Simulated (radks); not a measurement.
Results of a calculation; reference values are marked as such.
Spherical quantum dot in the effective-mass picture: electrons in a parabolic well V = omega^2 r^2 / 2 with omega = 0.279, all in effective atomic units (hartree* = m*/eps^2 hartree, bohr* = eps/m* bohr), one dielectric constant everywhere. Level of theory: non-relativistic Kohn-Sham, PBE, spin-polarised, spherical densities (a radial shooting solver with Libxc functionals). Levels are named by radial order and angular momentum (1s, 1p, 1d, 2s, ...), and open shells are averaged over m. Results are scaled to m* = 0.175 and eps = 17.5, for which hartree* = 15.55 meV and bohr* = 5.292 nm. Each electron was tried in the lowest free levels, single moves between levels near the top were tried too, and the lowest total energy was kept; such a search can miss a lower state. The series stops at N = 7: beyond it a trial failed or the search could not be trusted, so later rows were left out. At N = 1 the Hartree and exchange-correlation terms need not cancel, so that row can carry a self-interaction error.

N       open shells  2S  mu = E(N) - E(N-1) (meV)  addition energy mu(N+1) - mu(N) (meV)  e(HOMO) (meV)  rms radius (nm)
1  1s(up 1, down 0)   1                    6.5115                                  5.681         8.8218            12.32
2              none   0                    12.192                                  7.214         14.241            13.72
3  1p(up 1, down 0)   1                    19.406                                  3.533         21.161            15.69
4  1p(up 2, down 0)   2                    22.940                                  3.517         24.711            16.93
5  1p(up 3, down 0)   3                    26.457                                  4.304         28.186            17.91
6  1p(up 3, down 1)   2                    30.761                                  3.058         32.278            18.81
7  1p(up 3, down 2)   1                    33.819                                      -         35.360            19.58

All shells are closed at N = 2 (there: 1s2); the second difference of the energy has clear peaks (12 % above both neighbours; the first and last values, which can be the largest, are not judged, and half-filled shells can peak too) at N = 2, 5.
